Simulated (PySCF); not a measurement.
ReI₄, doublet: structure and spectrum

Level of theory: UPBE in PySCF with Re def2-SVP with ECP60, I def2-SVP with ECP28; scalar-relativistic core potentials, no spin–orbit coupling; density-fitted integrals.

The structure is a saddle point with 1 imaginary mode.

```
Point group                                                                   : D4h
Bond lengths                                                                  : Re–I 2.629 Å (×4)
Bond angles                                                                   : I–Re–I 90.0° (×4), I–Re–I 180.0° (×2)
Principal polarisabilities                                                    : 94.0, 236.8, 236.8 bohr³
Highest occupied level (β)                                                    : -5.65 eV
Dipole moment                                                                 : 0.00 D
Lowest empty level (α)                                                        : -5.41 eV
Rotational constants                                                          : 0.009613, 0.009613, 0.004806 cm⁻¹
Zero-point energy (real modes)                                                : 6.0 kJ/mol
Spin squared ⟨S²⟩                                                             : 0.769
Atomisation energy without zero-point energy                                  : 933 kJ/mol
Principal quadrupole moments (Buckingham, traceless) about the centre of mass : -3.72, 1.86, 1.86 D Å
```

Harmonic modes (masses in u: Re 186.956, I 126.904):
```json
{"symmetry": "b2u", "ω (cm⁻¹)": "39i", "IR (km/mol, summed over degenerate members)": "–", "type": "bend"}
{"symmetry": "a2u", "ω (cm⁻¹)": "46", "IR (km/mol, summed over degenerate members)": "0.1", "type": "bend"}
{"symmetry": "eu", "ω (cm⁻¹)": "79", "IR (km/mol, summed over degenerate members)": "0.6", "type": "bend"}
{"symmetry": "b2g", "ω (cm⁻¹)": "93", "IR (km/mol, summed over degenerate members)": "0.0", "type": "bend"}
{"symmetry": "b1g", "ω (cm⁻¹)": "140", "IR (km/mol, summed over degenerate members)": "0.0", "type": "stretch"}
{"symmetry": "a1g", "ω (cm⁻¹)": "168", "IR (km/mol, summed over degenerate members)": "0.0", "type": "stretch"}
{"symmetry": "eu", "ω (cm⁻¹)": "203", "IR (km/mol, summed over degenerate members)": "79.1", "type": "stretch"}
```

In D4h the vibrations span b2u + a2u + 2eu + b2g + b1g + a1g. The a1g, b1g, b2g, b2u modes carry no infrared intensity, as symmetry demands. With a centre of inversion only u modes can be infrared active and only g modes Raman active.

Charges (e):
```tsv
atom	Mulliken	Löwdin	polar tensor	spin (Mulliken)	Mayer order to Re1
Re1	-0.09	-1.14	1.41	0.87	–
I2,3,4,5	0.02	0.28	-0.35	0.03	1.28
```
Other Mayer orders above 0.3: I–I 0.30 (×2).

Mulliken populations on Re1 (electrons outside its core potential): s 2.98, p 6.33, d 5.75, f 0.03.

Other isomers or separated fragments may lie lower. Open d and f shells are described by one determinant, and the ground state may have another occupation or spin. At this level a doublet minimum of Td symmetry lies 120 kJ/mol below this structure. No spin–orbit coupling is included, which matters more the heavier the element.

The final relaxation and frequency run took 2.5 min on 2 threads of a shared Intel Xeon 6975P-C (Granite Rapids) host, with 136 basis functions and 7 gradients; the process peaked at 1.5 GiB.
